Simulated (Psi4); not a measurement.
Li (SMILES [Li-]), charge -1, singlet (a gas-phase anion, which may not be bound at this level); PBE0/6-31G run with Psi4.

The Psi4 input:
```
memory 2 GB

molecule mol {
-1 1
Li    0.000000    0.000000    0.000000
}

set {
  basis 6-31g
  reference rks
  df_basis_scf def2-universal-jkfit
}

energy('pbe0')
print_variables()
```

It wrote (shortened):

```
   => Loading Basis Set <=

    Name: 6-31G
    Role: ORBITAL
    Keyword: BASIS

         ---------------------------------------------------------
                                   SCF
               by Justin Turney, Rob Parrish, Andy Simmonett
                          and Daniel G. A. Smith
                              RKS Reference
         ---------------------------------------------------------

  ==> Geometry <==

    Molecular point group: d2h
    Geometry (in Angstrom), charge = -1, multiplicity = 1:

       Center              X                  Y                   Z               Mass
    ------------   -----------------  -----------------  -----------------  -----------------
         LI           0.000000000000     0.000000000000     0.000000000000     7.016003436600

  Running in d2h symmetry.

  Rotational constants: A = ************  B = ************  C = ************ [cm^-1]
  Rotational constants: A = ************  B = ************  C = ************ [MHz]
  Nuclear repulsion =    0.000000000000000

  Charge       = -1
  Multiplicity = 1
  Electrons    = 4
  Nalpha       = 2
  Nbeta        = 2

  ==> Algorithm <==

  SCF Algorithm Type is DF.
  DIIS enabled.
  MOM disabled.
  Fractional occupation disabled.
  Guess Type is CORE.
  Energy threshold   = 1.00e-06
  Density threshold  = 1.00e-06
  Integral threshold = 1.00e-12

  ==> Primary Basis <==

  Basis Set: 6-31G
    Blend: 6-31G
    Number of shells: 5
    Number of basis functions: 9
    Number of Cartesian functions: 9
    Spherical Harmonics?: false
    Max angular momentum: 1

  ==> DFT Potential <==

   => LibXC <=

    Version 7.1.2
    S. Lehtola, C. Steigemann, M. J. T. Oliveira, and M. A. L. Marques,  SoftwareX 7, 1–5 (2018) (10.1016/j.softx.2017.11.002)

   => Composite Functional: PBE0 <=

    PBE0 Hyb-GGA Exchange-Correlation Functional

    C. Adamo and V. Barone,  J. Chem. Phys. 110, 6158 (1999) (10.1063/1.478522)
    M. Ernzerhof and G. E. Scuseria,  J. Chem. Phys. 110, 5029 (1999) (10.1063/1.478401)

    Deriv               =              1
    GGA                 =           TRUE
    Meta                =          FALSE

    Exchange Hybrid     =           TRUE
    MP2 Hybrid          =          FALSE

   => Exchange Functionals <=

    0.7500   Perdew, Burke & Ernzerhof

   => Exact (HF) Exchange <=

    0.2500               HF

   => Correlation Functionals <=

    1.0000   Perdew, Burke & Ernzerhof

   => LibXC Density Thresholds  <==

    XC_HYB_GGA_XC_PBEH:  1.00E-15

   => Molecular Quadrature <=

    Radial Scheme          =       TREUTLER
    Pruning Scheme         =           NONE
    Nuclear Scheme         =       TREUTLER

    Blocking Scheme        =         OCTREE
    BS radius alpha        =              1
    Pruning alpha          =              1
    Radial Points          =             75
    Spherical Points       =            302
    Total Points           =          21436
    Total Blocks           =            243
    Max Points             =            251
    Max Functions          =              9
    Weights Tolerance      =       1.00E-15

   => Loading Basis Set <=

    Name: DEF2-UNIVERSAL-JKFIT
    Role: JKFIT
    Keyword: DF_BASIS_SCF

  ==> Integral Setup <==

  SCF_SUBTYPE=INCORE selected. In-core MEM_DF algorithm will be used.
  Using in-core AOs.

  ==> MemDFJK: Density-Fitted J/K Matrices <==

    J tasked:                   Yes
    K tasked:                   Yes
    wK tasked:                   No
    Algorithm:                 Core
    Schwarz Cutoff:           1E-12
    Mask sparsity (%):       0.0000
    Fitting Condition:        1E-10

   => Auxiliary Basis Set <=

  Basis Set: DEF2-UNIVERSAL-JKFIT
    Blend: DEF2-UNIVERSAL-JKFIT
    Number of shells: 17
    Number of basis functions: 60
    Number of Cartesian functions: 60
    Spherical Harmonics?: false
    Max angular momentum: 3

  Minimum eigenvalue in the overlap matrix is 9.3548998249E-02.
  Reciprocal condition number of the overlap matrix is 4.7669271188E-02.
    Using symmetric orthogonalization.

  ==> Pre-Iterations <==

  SCF Guess: Core (One-Electron) Hamiltonian.

   -------------------------------------------------------
    Irrep   Nso     Nmo     Nalpha   Nbeta   Ndocc  Nsocc
   -------------------------------------------------------
     Ag         3       3       2       2       2       0
     B1g        0       0       0       0       0       0
     B2g        0       0       0       0       0       0
     B3g        0       0       0       0       0       0
     Au         0       0       0       0       0       0
     B1u        2       2       0       0       0       0
     B2u        2       2       0       0       0       0
     B3u        2       2       0       0       0       0
   -------------------------------------------------------
    Total       9       9       2       2       2       0
   -------------------------------------------------------

  ==> Iterations <==

                           Total Energy        Delta E     RMS |[F,P]|

   @DF-RKS iter   1:    -7.31231324517409   -7.31231e+00   3.25038e-02 ADIIS/DIIS
   @DF-RKS iter   2:    -7.46880906608446   -1.56496e-01   2.42298e-03 ADIIS/DIIS
   @DF-RKS iter   3:    -7.46895739663239   -1.48331e-04   6.91870e-05 DIIS
   @DF-RKS iter   4:    -7.46895747088450   -7.42521e-08   2.02306e-07 DIIS
  Energy and wave function converged.

  ==> Post-Iterations <==

   Electrons on quadrature grid:
      Ntotal   =    4.0000000000 ; deviation = -1.590e-12

    Orbital Energies [Eh]
    ---------------------

    Doubly Occupied:

[...]
    Virtual:

[...]
       3Ag     0.303109

    Final Occupation by Irrep:
             Ag   B1g   B2g   B3g    Au   B1u   B2u   B3u
    DOCC [     2,    0,    0,    0,    0,    0,    0,    0 ]
    NA   [     2,    0,    0,    0,    0,    0,    0,    0 ]
    NB   [     2,    0,    0,    0,    0,    0,    0,    0 ]

  @DF-RKS Final Energy:    -7.46895747088450

   => Energetics <=

    Nuclear Repulsion Energy =              0.0000000000000000
    One-Electron Energy =                 -10.3851859330165013
    Two-Electron Energy =                   4.3876950774375292
    DFT Exchange-Correlation Energy =      -1.4714666153055318
    Empirical Dispersion Energy =           0.0000000000000000
    VV10 Nonlocal Energy =                  0.0000000000000000
    Total Energy =                         -7.4689574708845043

Computation Completed

Properties will be evaluated at   0.000000,   0.000000,   0.000000 [a0]

Properties computed using the SCF density matrix

 Multipole Moments:

 ------------------------------------------------------------------------------------
     Multipole            Electronic (a.u.)      Nuclear  (a.u.)        Total (a.u.)
 ------------------------------------------------------------------------------------

 L = 1.  Multiply by 2.5417464519 to convert [e a0] to [Debye]
 Dipole X            :          0.0000000            0.0000000            0.0000000
 Dipole Y            :          0.0000000            0.0000000            0.0000000
 Dipole Z            :          0.0000000            0.0000000            0.0000000
 Magnitude           :                                                    0.0000000

 ------------------------------------------------------------------------------------

  Variable Map:
  ----------------------------------------------------------------------------
[...]
  Array Variable Map:
  ----------------------------------------------------------------------------
[...]
[...]
```
